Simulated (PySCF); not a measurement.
How exact exchange moves a shielding

Molecule: SMILES C=C1C[SiH2]S1, C$_{3}$H$_{6}$SSi.

Atoms are numbered as in `[CH2:1]=[C:2]1[CH2:3][SiH2:4][S:5]1`. Hydrogens are named by the atom that carries them. Ha(C1) is cis to C3; Hb(C1) is trans to C3.

GIAO shieldings (ppm, equivalent atoms averaged) in PySCF 2.14 on the PBE0-D3(BJ)/def2-SVP geometry, basis pcSseg-2, gas phase, non-relativistic:

```tsv
functional	exact exchange (%)	σ(C3)	σ(Si4)	σ(S5)
BLYP	0	146.9	342.1	422.2
BP86	0	151.7	352.7	443.0
PBE	0	152.2	355.2	448.0
PBE0	25	158.5	370.0	477.3
mPW1PW91	25	157.6	367.9	472.7
BHandHLYP	50	159.4	373.3	481.5
HF	100	170.4	408.9	543.7
```

Q: Fit each shielding as a line in the percentage of exact exchange.

A: σ(C3) = 151.1 + 0.20 x (rms 2.1 ppm); σ(Si4) = 350.9 + 0.57 x (rms 4.9 ppm); σ(S5) = 440.5 + 1.03 x (rms 9.8 ppm). The functionals also differ in their semilocal parts, which the line can't hold; Hartree–Fock has no correlation at all.

Q: What does the line predict for B3LYP (20 %), and what does the run give?

A: σ(C3): 155.1 predicted, 152.4 computed; σ(Si4): 362.3 predicted, 354.4 computed; σ(S5): 461.1 predicted, 447.1 computed ppm.
